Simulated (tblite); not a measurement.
C2H2F3O (SMILES O[CH]C(F)(F)F), doublet, geometry from GFN2-xTB; tblite with GFN1-xTB.

Here is a job for tblite.
```
$ tblite run mol.xyz --method gfn1 --charge 0 --spin 1 --spin-polarized --json tblite.json --no-restart

# file mol.xyz
8

O     -2.00932597    -0.50814145     0.19200975
C     -0.86567464    -0.59712044    -0.51356741
C      0.37195730     0.06856879    -0.06899920
F      0.25774762     0.51882341     1.19521870
F      1.45011722    -0.73759296    -0.10871849
F      0.71770819     1.14716381    -0.82000509
H     -1.86542218    -0.05361793     1.03625523
H     -0.92782338    -1.06548872    -1.47538970
```

Output, abridged:

```
xTB calculator
 | screened Coulomb repulsion
 | Coulomb electrostatics
 |  * isotropic Klopman-Ohno-Mataga-Nishimoto electrostatics
 |  * onsite third-order electrostatics
 | DFT-D3(BJ) dispersion correction
 | Interactions (1)
 | [1] spin polarization

halogen bonding energy    0.0000000000000E+00 Eh
repulsion energy          9.1884797503651E-02 Eh
dispersion energy        -1.7892917713527E-03 Eh
interaction energy        0.0000000000000E+00 Eh
number of electrons       3.7000000000000E+01 e
integral cutoff           1.9731147476801E+01 bohr

------------------------------------------------------------
  cycle        total energy    energy error   density error
------------------------------------------------------------
      1     -25.02870516161  -2.5118801E+01   4.7265868E-01
      2     -25.37062884111  -3.4192368E-01   2.3357836E-01
      3     -25.37339722561  -2.7683845E-03   1.1232016E-01
      4     -25.37384818344  -4.5095783E-04   1.2845082E-02
      5     -25.37398085498  -1.3267154E-04   6.4931275E-03
      6     -25.37399153995  -1.0684977E-05   1.9637727E-03
      7     -25.37398772421   3.8157454E-06   1.8543524E-03
      8     -25.37399836049  -1.0636276E-05   7.2717600E-04
      9     -25.37400063243  -2.2719426E-06   4.7646187E-05
     10     -25.37400063419  -1.7584512E-09   1.9346756E-05
------------------------------------------------------------

electronic energy        -2.5464096139918E+01 Eh
total energy             -2.5374000634186E+01 Eh

Post processing:
 | Mayer-Wiberg bond orders

[Info] JSON dump of results written to 'tblite.json'
```
